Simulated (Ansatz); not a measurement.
**Worked example: the enthalpy of CH2BrF + C2H5F → CH2F2 + C2H5Br**

Gas-phase species: CH2BrF (bromofluoromethane) `FCBr`, singlet; C2H5F `CCF`, singlet; CH2F2 (difluoromethane) `FCF`, singlet; C2H5Br (bromoethane) `CCBr`, singlet. The partners trade Br for F; both sit on C, so the bond types are kept.

Shapes, held fixed at every level: PBE0-D4/def2-TZVP. Programs: Ansatz 0.2.0. The zero-point and thermal terms to 298 K, harmonic and unscaled (PBE0-D4/def2-TZVP), stand in the table.

At r2SCAN-D4/def2-TZVPP; 1 Eh = 2625.50 kJ/mol:

```
species   energy (Eh)  H(298 K) − E (kJ/mol)  tabulated ΔfH (kJ/mol)
 CH2BrF  -2713.277580                   91.8                  -212.4
  C2H5F   -179.042818                  191.2                  -272.5
  CH2F2   -238.985947                   97.1                  -451.0
 C2H5Br  -2653.345760                  186.9                   -63.1
```

Problem. Work out the reaction enthalpy at 298 K from the calculation and from the table of heats.

Solution. 
1. Electronic: (-238.985947) + (-2653.345760) − [(-2713.277580) + (-179.042818)] = -0.011309 Eh = -29.7 kJ/mol.
2. Zero-point and thermal: (97.1) + (186.9) − [(91.8) + (191.2)] = +1.0 kJ/mol.
3. Computed ΔH = -28.7 kJ/mol.
4. From the heats of formation (Active Thermochemical Tables): (-451.0) + (-63.1) − [(-212.4) + (-272.5)] = -29.2 kJ/mol.
5. Computed less tabulated: +0.5 kJ/mol. Tabulated heats carry uncertainties of their own.

Relativity is left out for Br.
